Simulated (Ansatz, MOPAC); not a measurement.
Dissociation curve of BeO, singlet. Each curve is given relative to its own lowest point near equilibrium.

```json
[
 {"R / Å": "1.06", "A": "346.9", "B": "364.4", "C": "296.7"},
 {"R / Å": "1.14", "A": "152.4", "B": "166.6", "C": "117.2"},
 {"R / Å": "1.19", "A": "79.6", "B": "91.2", "C": "51.8"},
 {"R / Å": "1.26", "A": "21.7", "B": "28.9", "C": "6.2"},
 {"R / Å": "1.27", "A": "16.8", "B": "23.3", "C": "3.3"},
 {"R / Å": "1.32", "A": "2.1", "B": "4.7", "C": "0.0"},
 {"R / Å": "1.35", "A": "0.0", "B": "0.0", "C": "5.8"},
 {"R / Å": "1.42", "A": "10.0", "B": "3.3", "C": "37.3"},
 {"R / Å": "1.44", "A": "15.9", "B": "7.1", "C": "49.9"},
 {"R / Å": "1.55", "A": "63.8", "B": "43.3", "C": "139.1"},
 {"R / Å": "1.61", "A": "96.0", "B": "70.0", "C": "196.0"}
]
```

Energies in kJ/mol.

Match the curves with the methods full CI/cc-pVDZ, frozen core run with Ansatz (a program for electronic structure); PM7, restricted, heats of formation (MOPAC); CCSD on RHF/cc-pVDZ, frozen core (Ansatz).

A is RCCSD; B is FCI; C is PM7.

The scan ran from 1.06 to 5.21 Å; beyond the distances shown full CI changes its symmetry label. Also computed but left out beside FCI, since their determinant holds another spin at the minimum (<S²> over 0.7 above the pure value): UHF, UCCSD, UCCSD(T), UCCSDT, UCCSDT(Q), UHF/6-31G*, UHF/LANL2DZ. The T1 diagnostic of CCSD on the restricted reference of RCCSD exceeds 0.045 at 1.27 to 1.61 Å. The restricted form behind PM7 keeps the bonding electrons paired and can't separate into open-shell fragments.
